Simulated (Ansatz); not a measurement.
`[BH2][Zn][F]` + `CC(N)F` → `BNC(C)F` + `[F][ZnH]` at 500 K and 1 bar (cleavage of the B–Zn bond).

Calculated with Ansatz (gas phase, PBE0-D4/def2-TZVP geometries, no zero-point term in ΔE). CBS: MP2 limit from def2 TZ/QZ plus the TZ coupled-cluster correction, frozen cores. For Zn outer-core shells are correlated without core-valence functions, which leaves a few kJ/mol of doubt a bond. Scalar relativity is left out up to krypton. Each species was taken in one conformer, which may not be the lowest.

```json
{"species": "`[BH2][Zn][F]`", "CCSD(T)/CBS energy (Eh)": "-1904.16040", "H − E (kJ/mol)": "85.3", "S (J/(mol·K))": "319.7"}
{"species": "`CC(N)F`", "CCSD(T)/CBS energy (Eh)": "-234.21706", "H − E (kJ/mol)": "259.5", "S (J/(mol·K))": "336.9"}
{"species": "`BNC(C)F`", "CCSD(T)/CBS energy (Eh)": "-259.64176", "H − E (kJ/mol)": "299.1", "S (J/(mol·K))": "377.3"}
{"species": "`[F][ZnH]`", "CCSD(T)/CBS energy (Eh)": "-1878.79355", "H − E (kJ/mol)": "41.6", "S (J/(mol·K))": "257.8"}
```

H − E and S are ideal-gas, rigid-rotor, harmonic terms from PBE0-D4/def2-TZVP, for one conformer and one mirror image of each species. 1 Eh = 2625.50 kJ/mol, R = 8.31446 J/(mol·K).

Question: By hand: ΔE, ΔH, ΔS and ΔG.

Answer: ΔE = (-259.64176) + (-1878.79355) − (-1904.16040) − (-234.21706) = -0.05785 Eh = -151.9 kJ/mol. Δ(H − E) = 299.1 + 41.6 − 85.3 − 259.5 = -4.1, so ΔH = -156.0 kJ/mol. ΔS = 377.3 + 257.8 − 319.7 − 336.9 = -21.5 J/(mol·K). ΔG = -156.0 − 500 × (-21.5)/1000 = -145.2 kJ/mol.

Question: By hand: the equilibrium constant, and the temperature at which ΔG would vanish if ΔH and ΔS stayed fixed.

Answer: log₁₀ K = −ΔG/(RT ln 10) = 15.2. ΔG = 0 at ΔH/ΔS = 7256 K, far beyond where these terms or the molecules hold.

ΔH outweighs TΔS. A doubt of 5 kJ/mol in ΔE shifts log₁₀ K by 0.5 here. Other conformers and mirror images would add mixing entropy, several J/(mol·K) or more a flexible species. These are equilibria of isolated gas molecules and say nothing of rates. Largest T1 diagnostic: 0.018 (customary marks: 0.02 for closed shells, 0.045 for open ones).
